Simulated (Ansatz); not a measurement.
Basis-set series for `C[N](C)[Ta](=[O])([N](C)C)[N](C)C`. Charge 0, multiplicity 1. Ta takes the def2 core potential. Geometry: relaxed with PBE0-D4/def2-TZVP. It is one conformer, not always the lowest.

```json
{"functional": "PBE0-D4", "basis": "def2-SVP", "functions": "262", "energy (Eh)": "-535.20672", "HOMO (eV)": "-5.80", "LUMO (eV)": "0.35"}
{"functional": "PBE0-D4", "basis": "def2-TZVPP", "functions": "618", "energy (Eh)": "-535.75876", "HOMO (eV)": "-5.86", "LUMO (eV)": "0.30"}
{"functional": "ωB97M-V", "basis": "def2-SVP", "functions": "262", "energy (Eh)": "-535.42389", "HOMO (eV)": "-7.99", "LUMO (eV)": "2.13"}
{"functional": "ωB97M-V", "basis": "def2-TZVPP", "functions": "618", "energy (Eh)": "-536.00266", "HOMO (eV)": "-8.04", "LUMO (eV)": "1.64"}
```

Question: Give the rows for def2-QZVPP. (An estimate is asked.)

Answer: Ansatz gave: 
```
functional       basis  functions  energy (Eh)  HOMO (eV)  LUMO (eV)
   PBE0-D4  def2-QZVPP       1191   -535.78634      -5.89       0.08
   ωB97M-V  def2-QZVPP       1191   -536.02949      -8.06       1.09
```

Positive LUMOs are unbound and depend on the basis.
